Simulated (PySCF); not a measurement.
Gas-phase reaction: AsH2 + H = AsH3

Method: PySCF energies plus ideal-gas RRHO corrections (1 bar). † marks an energy on the PBE0/def2-TZVP geometry and frequencies; other levels use their own. CCSD(T) freezes the core. 6-31G* has spherical d functions here. Open shells (unrestricted): AsH2 (multiplicity 2), H (multiplicity 2); the rest are closed-shell singlets. B3LYP is the form with VWN-RPA correlation. As: all electrons, no relativistic terms. AsH2: computed as isolated molecules; such fragments, hydroxides, amides, oligomers or adducts are transient or little studied in the gas. CCSD(T) isn't extrapolated to the basis-set limit.

```csv
level,"ΔH°(298 K), kJ"
B3LYP/def2-TZVP†,-309
CCSD(T)/def2-TZVPP†,___
HF/6-31G*,___
PBE/def2-TZVP†,-305
LDA/def2-TZVP†,___
ωB97M-V/def2-TZVP†,-310
```

Question: Some entries are withheld; supply them.

Answer: 
- CCSD(T)/def2-TZVPP†, ΔH°(298 K), kJ: -311
- HF/6-31G*, ΔH°(298 K), kJ: -211
- LDA/def2-TZVP†, ΔH°(298 K), kJ: -353
